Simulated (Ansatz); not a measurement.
Compare A (`C#COC[SiH3]`) with its isomer B (`C[SiH]1C=CO1`).

Isolated molecules relaxed with PBE0-D4/def2-TZVP in Ansatz; ΔE leaves out vibrations. CCSD(T)/CBS adds triple-zeta CCSD(T) − MP2 to the extrapolated MP2 energy (def2 sets, frozen cores). Functionals use def2-TZVPP. B3LYP here is the variant with VWN-RPA as its local correlation; programs differ in this. One conformer a species, not always the lowest.

A:

```xyz
11

C    -1.383   -2.206    0.160
C    -1.177   -1.178   -0.425
O    -0.983   -0.076   -1.068
C     0.344    0.487   -0.941
Si    0.744    1.120    0.805
H    -1.580   -3.111    0.679
H     1.077   -0.254   -1.275
H     0.361    1.317   -1.649
H     0.839    0.007    1.779
H    -0.301    2.084    1.230
H     2.058    1.810    0.706
```

B:

Z-matrix (Å, degrees):
```
Si
C 1 1.834
C 1 2.145 2 38.5
C 1 1.851 2 121.8 3 110.5
O 1 1.719 2 78.4 3 0.6
H 1 1.485 2 118.0 3 -106.7
H 2 1.076 1 148.2 3 178.0
H 3 1.088 1 169.4 2 -175.8
H 4 1.093 1 110.6 2 -158.9
H 4 1.094 1 110.3 2 82.0
H 4 1.091 1 110.7 2 -38.2
```

Which is lower in electronic energy at CCSD(T)/CBS, and by how much? (Best estimate.)

The calculation gave: B, by 313.2 kJ/mol.

Give E(B) − E(A) in kJ/mol with CCSD/def2-TZVPP, PBE-D4, CCSD(T)/def2-TZVPP, ωB97M-V, B3LYP-D4, HF/def2-TZVPP, B2PLYP. (Estimate.)

The calculation gave: CCSD/def2-TZVPP -307.3, PBE-D4 -309.8, CCSD(T)/def2-TZVPP -308.5, ωB97M-V -315.1, B3LYP-D4 -295.9, HF/def2-TZVPP -290.3, B2PLYP -302.3. None reverses the order clearly.

Largest T1 diagnostic: 0.013.

In def2-TZVPP, CCSD(T) changes the Hartree–Fock value by −18.2 kJ/mol (the triples alone add −1.2 kJ/mol) and MP2 by −27.4 kJ/mol. From PBE to PBE0 (25 % exact exchange), in def2-TZVPP and without D4, E(B) − E(A) moves by −11.7 kJ/mol.
